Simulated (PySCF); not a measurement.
# Nickel: a sound run and one with changed settings

Sound run: Ni [Ar] 3d8 4s2, Ni⁺ [Ar] 3d9. Calculation: PySCF 2.14, in cc-pVDZ-DK; scalar relativity by spin-free X2C-1e. The sound run starts from symmetry-adapted Hartree-Fock orbitals and uses a fine grid where one is needed.

Changed run: 26 angular points. This setting is unsound on purpose.

```
species  method  sound run (hartree)  changed run (hartree)  converged
     Ni     UHF          -1519.09686            -1519.09686        yes
     Ni   B3LYP          -1520.61733            -1520.63783        yes
     Ni    BP86          -1520.81586            -1520.84293        yes
    Ni⁺     UHF          -1518.79618            -1518.79618        yes
    Ni⁺   B3LYP          -1520.31739            -1520.32485        yes
    Ni⁺    BP86                  n/a            -1520.53090        yes
```

Ionisation energy of Ni:

```json
{"method": "UHF", "sound run (eV)": "8.182", "changed run (eV)": "8.182"}
{"method": "B3LYP", "sound run (eV)": "8.162", "changed run (eV)": "8.517"}
{"method": "BP86", "sound run (eV)": "n/a", "changed run (eV)": "8.491"}
```

A coarse angular grid integrates products of high-l functions wrongly, so density functionals can shift, and the SCF can exploit the error; Hartree-Fock and MP2 need no grid.

For comparison, NIST gives 7.640 eV between the lowest levels.
